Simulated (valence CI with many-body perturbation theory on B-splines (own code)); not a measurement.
E1 transitions of Ge²⁶⁺

Level of theory: relativistic CI+MBPT: four valence electrons over a frozen Dirac-Fock core [He], radial functions for each j: 11 s, 11 p, 9 d, 7 f, 5 g, 2 h, 1 i, with the one-electron correlation potential Σ1 (screened to all orders), the two-electron term Σ2, the three-electron term Σ3, Breit, model QED; selected single and double excitations, second order for the rest (own B-spline code, finite nucleus).

The last digits are not significant, and no measured levels were compared; by estimate large intervals hold to a few tenths of a per cent, small ones and those within an open d or f shell to about a per cent. Among the levels kept, up to 270 cm⁻¹ of a level comes from second order outside the variational space, and about a tenth of that is noise between levels of different J, which matters for small intervals.

Lines 1 to 50 of 264 in falling wavelength, among levels below 14071 × 10³ cm⁻¹, chosen from the strongest by gf and those to the six lowest levels. Wavelengths and rates use the calculated energies. Electric multipoles are in the length gauge, E1 and E2 with the static RPA response of the core. Weak lines are less certain than strong ones. Lines between different terms over intervals too small for the method are left out, as are lines whose strength nearly cancels. Where a level lies close to another of its J and parity, the split of strength between their lines is uncertain. The highest levels of a list are the least certain.

Levels are named by their leading jj configuration (3d3/2^4 stands for four electrons in 3d with j = 3/2), which in mixed levels can hold well under half, so a name can repeat and another be missing. Letters in brackets count levels of one name in rising energy.

| λ vac (nm) | Upper | Lower | A (s⁻¹) | S (a.u.) |
| --- | --- | --- | --- | --- |
| 42.32 | (2s 2p1/2 2p3/2 3p1/2) J=2 [c] | (2s 2p1/2 2p3/2 3s) J=1 [b] | 8.19e+08 | 1.53e-01 |
| 41.09 | (2s 2p3/2^2 3p1/2) J=3 | (2s 2p3/2^2 3s) J=2 [b] | 7.71e+08 | 1.85e-01 |
| 40.48 | (2s 2p3/2^2 3p1/2) J=3 | (2s 2p3/2^2 3s) J=2 [a] | 7.85e+08 | 1.80e-01 |
| 40.06 | (2s 2p1/2 2p3/2 3d3/2) J=4 | (2s 2p1/2 2p3/2 3p3/2) J=4 | 5.51e+08 | 1.57e-01 |
| 39.80 | (2s 2p1/2 2p3/2 3d5/2) J=5 | (2s 2p1/2 2p3/2 3p3/2) J=4 | 1.65e+09 | 5.65e-01 |
| 38.57 | (2s 2p1/2 2p3/2 3d5/2) J=4 [a] | (2s 2p1/2 2p3/2 3p3/2) J=3 [a] | 1.77e+09 | 4.50e-01 |
| 38.26 | (2s 2p1/2^2 3d5/2) J=3 | (2s^2 2p3/2 3d5/2) J=2 | 7.06e+08 | 1.37e-01 |
| 37.80 | (2s 2p1/2 2p3/2 3p1/2) J=3 | (2s 2p1/2 2p3/2 3s) J=3 | 1.50e+09 | 2.80e-01 |
| 36.64 | (2s 2p1/2^2 3d5/2) J=3 | (2s 2p1/2^2 3p3/2) J=2 | 1.28e+09 | 2.18e-01 |
| 36.07 | (2s^2 2p3/2 3d5/2) J=4 | (2s^2 2p3/2 3p3/2) J=3 | 2.02e+09 | 4.21e-01 |
| 35.32 | (2s 2p1/2 2p3/2 3p3/2) J=2 [b] | (2s 2p1/2 2p3/2 3s) J=2 [b] | 2.08e+09 | 2.26e-01 |
| 35.19 | (2s 2p1/2 2p3/2 3d3/2) J=2 [b] | (2s 2p1/2 2p3/2 3p1/2) J=2 [b] | 1.29e+09 | 1.38e-01 |
| 35.16 | (2s 2p1/2 2p3/2 3p1/2) J=2 [a] | (2s 2p1/2 2p3/2 3s) J=2 [a] | 1.74e+09 | 1.87e-01 |
| 34.82 | (2s^2 2p1/2 3d5/2) J=3 | (2s^2 2p1/2 3p3/2) J=2 | 2.26e+09 | 3.30e-01 |
| 34.29 | (2s 2p1/2 2p3/2 3d5/2) J=3 [a] | (2s 2p1/2 2p3/2 3p3/2) J=2 [a] | 1.25e+09 | 1.74e-01 |
| 34.26 | (2s 2p3/2^2 3p1/2) J=2 | (2s 2p3/2^2 3s) J=3 | 1.82e+09 | 1.81e-01 |
| 34.12 | (2s 2p1/2 2p3/2 3p3/2) J=2 [a] | (2s 2p1/2 2p3/2 3s) J=1 [a] | 2.02e+09 | 1.98e-01 |
| 33.88 | (2s^2 2p3/2 3p1/2) J=2 | (2s^2 2p3/2 3s) J=2 | 2.15e+09 | 2.06e-01 |
| 33.79 | (2s 2p1/2 2p3/2 3p3/2) J=1 [b] | (2s 2p1/2 2p3/2 3s) J=2 [b] | 2.36e+09 | 1.35e-01 |
| 33.60 | (2s^2 2p1/2 3d5/2) J=2 | (2s^2 2p1/2 3p3/2) J=1 | 2.22e+09 | 2.08e-01 |
| 33.20 | (2s 2p1/2 2p3/2 3p3/2) J=3 [b] | (2s 2p1/2 2p3/2 3s) J=2 [b] | 2.26e+09 | 2.86e-01 |
| 32.78 | (2s 2p1/2 2p3/2 3d5/2) J=4 [b] | (2s 2p1/2 2p3/2 3p3/2) J=3 [b] | 2.61e+09 | 4.08e-01 |
| 32.63 | (2s 2p1/2 2p3/2 3d5/2) J=2 [a] | (2s 2p1/2 2p3/2 3p3/2) J=1 [a] | 1.91e+09 | 1.63e-01 |
| 32.45 | (2s 2p1/2 2p3/2 3d3/2) J=4 | (2s 2p1/2 2p3/2 3p1/2) J=3 | 1.94e+09 | 2.94e-01 |
| 32.41 | (2s^2 2p3/2 3d5/2) J=3 | (2s^2 2p3/2 3p3/2) J=2 | 2.45e+09 | 2.88e-01 |
| 32.31 | (2s 2p1/2 2p3/2 3d3/2) J=3 | (2s 2p1/2 2p3/2 3p1/2) J=2 [a] | 1.86e+09 | 2.17e-01 |
| 32.27 | (2s 2p1/2 2p3/2 3p3/2) J=3 [c] | (2s 2p1/2 2p3/2 3s) J=2 [c] | 3.43e+09 | 3.99e-01 |
| 31.53 | (2s^2 2p3/2 3p3/2) J=3 | (2s^2 2p3/2 3s) J=2 | 3.50e+09 | 3.79e-01 |
| 30.99 | (2s 2p1/2 2p3/2 3p3/2) J=3 [a] | (2s 2p1/2 2p3/2 3s) J=2 [a] | 3.96e+09 | 4.07e-01 |
| 30.95 | (2s 2p1/2 2p3/2 3p3/2) J=4 | (2s 2p1/2 2p3/2 3s) J=3 | 4.39e+09 | 5.79e-01 |
| 30.93 | (2s^2 2p3/2 3d5/2) J=2 | (2s^2 2p3/2 3p3/2) J=1 | 1.81e+09 | 1.32e-01 |
| 30.85 | (2s^2 2p3/2 3d3/2) J=2 | (2s^2 2p3/2 3p1/2) J=1 | 1.54e+09 | 1.12e-01 |
| 30.81 | (2s 2p1/2 2p3/2 3d5/2) J=3 [a] | (2s 2p1/2 2p3/2 3p1/2) J=3 | 1.11e+09 | 1.12e-01 |
| 30.76 | (2s 2p1/2 2p3/2 3d5/2) J=3 [b] | (2s 2p1/2 2p3/2 3p3/2) J=2 [a] | 1.24e+09 | 1.25e-01 |
| 30.74 | (2s 2p1/2^2 3d3/2) J=2 | (2s 2p1/2^2 3p1/2) J=1 | 2.52e+09 | 1.80e-01 |
| 30.63 | (2s 2p1/2 2p3/2 3d5/2) J=2 [b] | (2s 2p1/2 2p3/2 3p3/2) J=2 [b] | 1.50e+09 | 1.07e-01 |
| 30.62 | (2s^2 2p3/2 3d3/2) J=3 | (2s^2 2p3/2 3p1/2) J=2 | 2.07e+09 | 2.05e-01 |
| 30.37 | (2s 2p3/2^2 3p3/2) J=4 | (2s 2p3/2^2 3s) J=3 | 4.66e+09 | 5.80e-01 |
| 30.11 | (2s 2p1/2 2p3/2 3d5/2) J=3 [c] | (2s 2p1/2 2p3/2 3p3/2) J=2 [b] | 2.38e+09 | 2.24e-01 |
| 29.89 | (2s 2p3/2^2 3p3/2) J=3 | (2s 2p3/2^2 3s) J=3 | 3.86e+09 | 3.56e-01 |
| 29.59 | (2s 2p1/2 2p3/2 3p3/2) J=1 [d] | (2s 2p1/2 2p3/2 3s) J=0 | 2.73e+09 | 1.05e-01 |
| 29.58 | (2s 2p1/2^2 3p3/2) J=2 | (2s 2p1/2^2 3s) J=1 | 3.42e+09 | 2.18e-01 |
| 29.37 | (2s 2p1/2 2p3/2 3p1/2) J=2 [b] | (2s 2p1/2 2p3/2 3s) J=3 | 4.00e+09 | 2.50e-01 |
| 29.36 | (2s 2p1/2 2p3/2 3p3/2) J=2 [d] | (2s 2p1/2 2p3/2 3s) J=1 [c] | 3.87e+09 | 2.41e-01 |
| 29.19 | (2s^2 2p1/2 3d3/2) J=2 | (2s^2 2p1/2 3p1/2) J=1 | 3.15e+09 | 1.93e-01 |
| 28.92 | (2s^2 2p1/2 3p3/2) J=2 | (2s^2 2p1/2 3s) J=1 | 4.71e+09 | 2.81e-01 |
| 28.77 | (2s 2p1/2 2p3/2 3p3/2) J=2 [c] | (2s 2p1/2 2p3/2 3s) J=1 [b] | 2.56e+09 | 1.51e-01 |
| 28.74 | (2s^2 2p1/2 3p3/2) J=1 | (2s^2 2p1/2 3s) J=0 | 3.17e+09 | 1.11e-01 |
| 26.59 | (2s^2 2p3/2 3p3/2) J=2 | (2s^2 2p3/2 3s) J=1 | 4.73e+09 | 2.20e-01 |
| 24.53 | (2s 2p1/2 2p3/2 3p3/2) J=3 [b] | (2s 2p1/2 2p3/2 3s) J=3 | 2.50e+09 | 1.27e-01 |
